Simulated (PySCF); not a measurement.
**ZrCl₃⁺, singlet: computed properties**

Level of theory: PySCF, PBE0, basis Zr def2-TZVP with ECP28, Cl def2-TZVP (scalar-relativistic core potentials, no spin–orbit coupling, density fitting).

The structure is a minimum.

Z-matrix (Å, degrees; charge 1 multiplicity 1):
```
Zr
Cl 1 2.2531
Cl 1 2.2531 2 109.00
Cl 1 2.2531 2 109.00 3 -118.87
```

```
Point group                                                                   : C3v
Bond lengths                                                                  : Zr–Cl 2.253 Å (×3)
Bond angles                                                                   : Cl–Zr–Cl 109.0° (×3)
Rotational symmetry number                                                    : 3
Enthalpy at 298.15 K above 0 K                                                : 17.52 kJ/mol
Highest occupied level                                                        : -14.60 eV
Lowest empty level                                                            : -9.02 eV
Heat capacity Cp at 298.15 K                                                  : 74.1 J/(mol K)
Rotational constants                                                          : 0.06388, 0.06388, 0.03582 cm⁻¹
Principal polarisabilities                                                    : 44.3, 80.7, 80.7 bohr³
Principal quadrupole moments (Buckingham, traceless) about the centre of mass : -2.36, -2.36, 4.72 D Å
Dipole moment about the centre of mass                                        : 4.15 D
Zero-point energy                                                             : 10.4 kJ/mol
Entropy at 298.15 K and 1 bar                                                 : 336.8 J/(mol K)
```

Harmonic modes (masses in u: Zr 89.905, Cl 34.969):
```tsv
symmetry	ω (cm⁻¹)	IR (km/mol, summed over degenerate members)	μ (u)
a1	94	12.4	46.32
e	115	1.9	37.79
a1	452	10.1	38.18
e	483	239	44.77
```

In C3v the vibrations span 2a1 + 2e.

Charges (e):
```json
{"atom": "Zr1", "Mulliken": "1.48", "Löwdin": "0.11", "polar tensor": "2.28", "Mayer order to Zr1": "–"}
{"atom": "Cl2,3,4", "Mulliken": "-0.16", "Löwdin": "0.30", "polar tensor": "-0.43", "Mayer order to Zr1": "1.36"}
```

Mulliken populations on Zr1 (electrons outside its core potential): s 2.22, p 6.23, d 1.99, f 0.08.

Formally Zr is in oxidation state +4, d0. A d0 centre has no lone pair, yet it is C3v rather than trigonal planar: covalent bonding through the d orbitals favours lower symmetry. The polar-tensor charge on Zr, 2.28, is far below the formal one.

Only a few start shapes were tried, so a lower isomer may exist.

The final relaxation and frequency run took 72 s on 4 threads of a shared Intel Xeon Platinum 8259CL @ 2.50GHz (Skylake/Cascade Lake) host, with 151 basis functions and 12 gradients; the process peaked at 1.6 GiB. Launch command: `OMP_NUM_THREADS=4 python axn.py task.json out`.
